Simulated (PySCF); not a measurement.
Spectra and structures to be paired. Computed, not measured: TDDFT wB97X-D/def2-SVPD, vertical, gas phase, core orbitals frozen in the response (PySCF 2.14.0, density-fitted response routines). Geometries: GFN2-xTB; one conformer of each isolated species. Triplets are in the Tamm–Dancoff approximation.

A. `O1[C@@]2(CCC[C@@H]21)CCl`
B. `C=CCCS(=O)(=O)Cl`
C. `C(F)c1nc(C)sn1`

Lowest singlet levels (six at most, fewer where fewer were computed) with oscillator strengths:

1. 235 nm (f 0.001); 216 nm (f 0.096); 209 nm (f 0.002); 202 nm (f 0.000); 188 nm (f 0.044); 175 nm (f 0.006); T1 3.99 eV
2. 171 nm (f 0.024); 167 nm (f 0.003); 158 nm (f 0.031); 152 nm (f 0.037); 150 nm (f 0.026); 145 nm (f 0.024); T1 6.69 eV
3. 208 nm (f 0.005); 199 nm (f 0.021); 191 nm (f 0.003); 185 nm (f 0.013); 178 nm (f 0.071); 164 nm (f 0.093); T1 4.65 eV

Question: Which spectrum belongs to which structure?

Answer: 1 = C, 2 = A, 3 = B.
- A: S1 at 7.26 eV, HOMO→LUMO (63%), HOMO-3→LUMO (19%); Löwdin shares by element: HOMO oxygen 45%, carbon 22% or more, chlorine 11% (atoms not listed hold the other 22%); LUMO chlorine 53%, carbon 20% or more, oxygen 8%, hydrogen 5% or more; HOMO -9.68 and LUMO 2.09 eV.
- B: S1 at 5.95 eV, HOMO-1→LUMO (80%), HOMO→LUMO (14%); Löwdin shares by element: HOMO carbon 79% or more, oxygen 4% or more (atoms not listed hold the other 17%); LUMO chlorine 41%, sulfur 28%, oxygen 18%; HOMO -9.76 and LUMO 0.15 eV.
- C: S1 at 5.27 eV, HOMO-1→LUMO (97%); Löwdin shares by element: HOMO sulfur 34%, carbon 33% or more, nitrogen 18% or more (atoms not listed hold the other 15%); LUMO carbon 34% or more, sulfur 23%, nitrogen 20% or more (atoms not listed hold the other 23%); HOMO -9.76 and LUMO 0.21 eV.
